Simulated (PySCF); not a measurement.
A GIAO shielding run with PySCF (density fitting, non-relativistic, gas phase) on SMILES CO[Si@@H](Cl)[SiH2]C(Cl)Cl, C$_{2}$H$_{7}$Cl$_{3}$OSi$_{2}$:

```
$ OMP_NUM_THREADS=1 python probes_run.py task.json out

{"job": {"kind": "nmr", "xc": "PBE0", "basis": "pcSseg-1"}, "charge": 0, "multiplicity": 1}
C     -3.066177    -0.143089    -0.508749
O     -1.669281    -0.260794    -0.524550
Si    -0.529222     0.626744     0.205764
Cl    -0.975184     0.793460     2.181998
Si     1.269558    -0.729566    -0.276536
C      2.840417     0.045889     0.533026
Cl     4.263995    -0.918835     0.110646
Cl     3.026861     1.697180    -0.101113
H     -3.482897    -1.054406    -0.936339
H     -3.431283    -0.018682     0.512289
H     -3.381736     0.714769    -1.104771
H     -0.557648     2.018259    -0.260408
H      1.596126    -0.783672    -1.704104
H      1.257993    -2.110508     0.232593
H      2.834064     0.131243     1.618341
```

Hardware: 1 thread of an Arm Neoverse V2, shared host. The job also computes population analyses, field gradients.

(1) How large is the calculation?

(2) How long does it take, and how much memory does it need?

## Answers

(1) 106 electrons, 206 basis functions and 1190 auxiliary functions.

(2) 31 s of wall time, with 13 SCF cycles and 5 response iterations; peak memory 0.92 GiB. Times on a shared host scatter by some tens of per cent.
